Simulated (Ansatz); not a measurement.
## Relaxing a trial structure of AlBBeH4Si

The starting geometry of this gas-phase singlet was optimised with GFN2-xTB.

```xyz
8

Al   -1.3868    0.5142   -0.4093
B    -1.9986    1.9984   -1.6044
Be   -1.6006    2.2863    1.9509
Si   -2.0950    2.9928   -0.0400
H    -1.5921    2.7141    3.1713
H    -2.1712    2.0245   -2.7597
H    -0.8986   -0.9740   -0.0999
H    -1.2323    0.9491    1.4840
```

Task: Predict what it relaxes into with PBE0-D3(BJ)/def2-SVP.

Result: A new bond forms, giving a structure with H8 bridging Al1 and Be3, given below by its coordinates. Distances that change by over a tenth: Al1–H8 (1.95 → 1.71 Å). Contacts that close: Al1–Be3 (2.96 → 2.45 Å).

The energy falls by 0.65 eV over 10 steps:

| step | E − E(last) (eV) |
| --- | --- |
| 1 | 0.651 |
| 2 | 0.322 |
| 3 | 0.115 |
| 4 | 0.066 |
| 5 | 0.024 |
| 6 | 0.007 |
| 7 | 0.000 |
| 8 | 0.000 |
| 9 | 0.000 |
| 10 | 0.000 |

Final geometry (Å):

```yaml
atoms:
  - { symbol: Al, position_ang: [-1.4025, 0.7323, -0.0479] }
  - { symbol: B, position_ang: [-2.0385, 2.0988, -1.6409] }
  - { symbol: Be, position_ang: [-1.5956, 2.2206, 1.8860] }
  - { symbol: Si, position_ang: [-2.1178, 3.0408, -0.0967] }
  - { symbol: H, position_ang: [-1.5592, 2.6656, 3.1523] }
  - { symbol: H, position_ang: [-2.0659, 1.6892, -2.7670] }
  - { symbol: H, position_ang: [-1.0027, -0.7434, -0.4396] }
  - { symbol: H, position_ang: [-1.1931, 0.8016, 1.6467] }
```

Frequencies at the end are all real (lowest 95 cm⁻¹). Run with Ansatz 0.2.0, 26 s on 1 thread of Arm Neoverse V2, with other jobs on the host.
